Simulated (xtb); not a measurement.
CrF₂O₂, singlet, geometry from GFN2-xTB (such geometries of metal compounds can be far from the true shape); GFN2-xTB (xtb 6.7.1).

The xtb input:
```
$ xtb mol.xyz --gfn 2 --ohess --json

# file mol.xyz
5

Cr     0.05209847    -0.00918190     0.01711959
O      1.23511899    -0.33445517    -0.92728600
O      0.50205912     0.02829272     1.49812372
F     -0.56708148     1.48699299    -0.39379254
F     -1.11600608    -1.19036352    -0.15927100
```

Q: Write the output that xtb gives for this input, abridged.

A: 
```
   ID    Z sym.   atoms
    1   24 Cr     1
    2    8 O      2, 3
    3    9 F      4, 5

           -------------------------------------------------
          |                Calculation Setup                |
           -------------------------------------------------

           -------------------------------------------------
          |                 G F N 2 - x T B                 |
           -------------------------------------------------

          ...................................................
          :                      SETUP                      :
          :.................................................:
          :  # basis functions                  26          :
          :  # atomic orbitals                  25          :
          :  # shells                           11          :
          :  # electrons                        32          :
          :  max. iterations                   250          :
          :  Hamiltonian                  GFN2-xTB          :
          :  restarted?                      false          :
          :  GBSA solvation                  false          :
          :  PC potential                    false          :
          :  electronic temp.          300.0000000     K    :
          :  accuracy                    1.0000000          :
          :  -> integral cutoff          0.2500000E+02      :
          :  -> integral neglect         0.1000000E-07      :
          :  -> SCF convergence          0.1000000E-05 Eh   :
          :  -> wf. convergence          0.1000000E-03 e    :
          :  Broyden damping             0.4000000          :
          :  net charge                          0          :
          :  unpaired electrons                  0          :
          ...................................................

 iter      E             dE          RMSdq      gap      omega  full diag
   1    -16.8757419 -0.168757E+02  0.201E+01    1.51       0.0  T
   2    -15.0710840  0.180466E+01  0.274E+01   15.78       1.0  T
   3    -18.4257315 -0.335465E+01  0.141E+01    5.94       1.0  T
   4    -18.5936848 -0.167953E+00  0.133E+01    5.68       1.0  T
   5    -17.3984722  0.119521E+01  0.189E+01    7.62       1.0  T
   6    -19.3387010 -0.194023E+01  0.786E+00    1.94       1.0  T
   7    -19.3135399  0.251611E-01  0.804E+00    1.95       1.0  T
   8    -19.7402900 -0.426750E+00  0.249E+00    3.48       1.0  T
   9    -19.7702103 -0.299203E-01  0.480E-01    3.12       1.0  T
[...]
         :: total energy             -19.699851390965 Eh    ::
 * total energy  :   -19.6998514 Eh     change       -0.6391474E-09 Eh
   *** GEOMETRY OPTIMIZATION CONVERGED AFTER 1 ITERATIONS ***
         :: total energy             -19.699851391618 Eh    ::
[...]
          :.................................................:

    mode    ω/cm⁻¹     T·S(HO)/kcal·mol⁻¹    T·S(FR)/kcal·mol⁻¹   T·S(vib)
   ------------------------------------------------------------------------
       1    216.85    -0.59189 ( 99.72%)    -0.62171 (  0.28%)    -0.59197
       2    263.57    -0.48837 ( 99.87%)    -0.56395 (  0.13%)    -0.48847
       3    297.71    -0.42628 ( 99.92%)    -0.52789 (  0.08%)    -0.42636
   ------------------------------------------------------------------------

   temp. (K)  partition function   enthalpy   heat capacity  entropy
                                   cal/mol     cal/K/mol   cal/K/mol   J/K/mol
 298.15  VIB   5.16                 1639.982     11.367      8.761
         ROT  0.510E+05              888.752      2.981     24.520
         INT  0.263E+06             2528.734     14.347     33.281
         TR   0.130E+28             1481.254      4.968     40.292
         TOT                        4009.9882    19.3156    73.5735   307.8314

       T/K    H(0)-H(T)+PV         H(T)/Eh          T*S/Eh         G(T)/Eh
   ------------------------------------------------------------------------
    298.15    0.639032E-02    0.168159E-01    0.349571E-01   -0.181412E-01
   ------------------------------------------------------------------------

         :::::::::::::::::::::::::::::::::::::::::::::::::::::
         ::                  THERMODYNAMIC                  ::
         :::::::::::::::::::::::::::::::::::::::::::::::::::::
         :: total free energy         -19.717992616494 Eh   ::
         ::.................................................::
         :: total energy              -19.699851391576 Eh   ::
         :: zero point energy           0.010425583697 Eh   ::
         :: G(RRHO) w/o ZPVE           -0.028566808615 Eh   ::
         :: G(RRHO) contrib.           -0.018141224918 Eh   ::
         :::::::::::::::::::::::::::::::::::::::::::::::::::::

optimized geometry written to: xtbopt.xyz

           -------------------------------------------------
          | TOTAL ENERGY              -19.699851391576 Eh   |
          | TOTAL ENTHALPY            -19.683035484945 Eh   |
          | TOTAL FREE ENERGY         -19.717992616494 Eh   |
          | GRADIENT NORM               0.000014213398 Eh/α |
          | HOMO-LUMO GAP               3.022512602979 eV   |
           -------------------------------------------------

normal termination of xtb
```
